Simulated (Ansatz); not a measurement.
Relaxation of AsGaH5N (8 atoms, charge 0, multiplicity 1), to a largest force component of 0.015 eV/Å in at most 40 steps.

Theory: RKS LDA/def2-SVPD in Ansatz.

```xyz
8
Properties=species:S:1:pos:R:3:forces:R:3
N -1.169 0.941 -0.969 0.39 -0.50 0.11
Ga 0.109 0.437 0.236 -0.33 0.47 0.02
As 1.175 -1.722 0.012 -0.24 0.17 -0.67
H -1.471 0.388 -1.765 0.04 -0.38 -0.25
H -1.710 1.797 -0.962 -0.05 0.49 0.31
H 0.295 1.591 1.312 0.10 -0.29 -0.13
H 2.325 -1.267 0.876 0.39 0.20 0.24
H 0.447 -2.165 1.261 -0.30 -0.15 0.37
```

Task: Where does it end, and by what steps?

Result: The run converged. The force dipped under the threshold on the way, but the program's further checks kept it going. After 23 steps the energy has fallen by 0.102 eV; H8 moved furthest, 1.16 Å.

```json
{"step": "0", "energy less start (eV)": "0.0000", "largest force component (eV/Å)": "0.669", "accepted": "yes"}
{"step": "1", "energy less start (eV)": "-0.0500", "largest force component (eV/Å)": "0.244", "accepted": "yes"}
{"step": "2", "energy less start (eV)": "-0.0621", "largest force component (eV/Å)": "0.141", "accepted": "yes"}
{"step": "3", "energy less start (eV)": "-0.0641", "largest force component (eV/Å)": "0.141", "accepted": "yes"}
{"step": "4", "energy less start (eV)": "-0.0643", "largest force component (eV/Å)": "0.132", "accepted": "yes"}
{"step": "5", "energy less start (eV)": "-0.0625", "largest force component (eV/Å)": "0.129", "accepted": "no"}
{"step": "6", "energy less start (eV)": "-0.0670", "largest force component (eV/Å)": "0.030", "accepted": "yes"}
{"step": "7", "energy less start (eV)": "-0.0693", "largest force component (eV/Å)": "0.114", "accepted": "yes"}
{"step": "8", "energy less start (eV)": "-0.0702", "largest force component (eV/Å)": "0.218", "accepted": "yes"}
{"step": "9", "energy less start (eV)": "-0.0718", "largest force component (eV/Å)": "0.201", "accepted": "yes"}
{"step": "10", "energy less start (eV)": "-0.0750", "largest force component (eV/Å)": "0.257", "accepted": "yes"}
{"step": "11", "energy less start (eV)": "-0.0776", "largest force component (eV/Å)": "0.317", "accepted": "yes"}
{"step": "12", "energy less start (eV)": "-0.0814", "largest force component (eV/Å)": "0.295", "accepted": "yes"}
{"step": "13", "energy less start (eV)": "-0.0854", "largest force component (eV/Å)": "0.269", "accepted": "yes"}
{"step": "14", "energy less start (eV)": "-0.0885", "largest force component (eV/Å)": "0.257", "accepted": "yes"}
{"step": "15", "energy less start (eV)": "-0.0892", "largest force component (eV/Å)": "0.316", "accepted": "yes"}
{"step": "16", "energy less start (eV)": "-0.0963", "largest force component (eV/Å)": "0.079", "accepted": "yes"}
{"step": "17", "energy less start (eV)": "-0.0985", "largest force component (eV/Å)": "0.087", "accepted": "yes"}
{"step": "18", "energy less start (eV)": "-0.1001", "largest force component (eV/Å)": "0.054", "accepted": "yes"}
{"step": "19", "energy less start (eV)": "-0.1002", "largest force component (eV/Å)": "0.079", "accepted": "yes"}
{"step": "20", "energy less start (eV)": "-0.1015", "largest force component (eV/Å)": "0.050", "accepted": "yes"}
{"step": "21", "energy less start (eV)": "-0.1013", "largest force component (eV/Å)": "0.032", "accepted": "no"}
{"step": "22", "energy less start (eV)": "-0.1019", "largest force component (eV/Å)": "0.008", "accepted": "yes"}
{"step": "23", "energy less start (eV)": "-0.1019", "largest force component (eV/Å)": "0.008", "accepted": "yes"}
```

```xyz
8
Properties=species:S:1:pos:R:3
N -1.204 0.764 -0.760
Ga 0.334 0.665 0.183
As 1.547 -1.387 0.056
H -1.614 -0.017 -1.275
H -1.778 1.607 -0.820
H 0.789 1.969 0.910
H 1.687 -1.409 1.584
H 0.240 -2.192 0.122
```

Whether the end is a true minimum wasn't checked by a vibrational analysis.

Run time: 29 s on 2 threads of AMD EPYC 9R14 (Zen 4), on a shared host, peak memory 0.2 GiB.
